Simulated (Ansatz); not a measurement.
F$_{2}$H$_{4}$N$_{2}$Si, SMILES `N[Si](N)(F)F`. Total charge 0; spin multiplicity 1.

Z-matrix (Å, degrees):
```
Si
N 1 1.684
F 1 1.591 2 116.6
N 1 1.684 2 110.3 3 119.5
F 1 1.591 2 104.9 3 -114.2
H 2 1.005 1 121.6 3 -69.2
H 2 1.006 1 121.5 3 85.8
H 4 1.005 1 121.6 2 50.3
H 4 1.006 1 121.5 2 -154.7
```

(1) List the harmonic frequencies (cm⁻¹, unscaled) at PBE0-D4/def2-TZVP in Ansatz. (An estimate is asked.)

(2) Is this a minimum?

(3) Give the ideal-gas thermochemistry at 298.15 K and 1 bar (rigid rotor, harmonic oscillator; point group C2, symmetry number 2).

(4) And at 400, 500, 600, 800 and 1000 K?

## Answers

(1) The calculation gave: 215, 231, 250, 334, 354, 355, 375, 386, 431, 767, 804, 824, 928, 978, 1000, 1578, 1581, 3628, 3630, 3725, 3726.

(2) Yes, all 21 modes are real.

(3) Zero-point energy 156.1 kJ/mol; H(298) − E = 176.4 kJ/mol; entropy 324.2 J/(mol·K), of which translation 166.1, rotation 103.6, vibration 54.5; G(298) − E = 79.7 kJ/mol.

(4) 
```
T (K)  H − E (kJ/mol)  S (J/mol/K)  G − E (kJ/mol)
  400           188.3        358.4            44.9
  500           201.4        387.5             7.6
  600           215.4        413.2           -32.5
  800           245.8        456.7          -119.6
 1000           278.1        492.8          -214.7
```
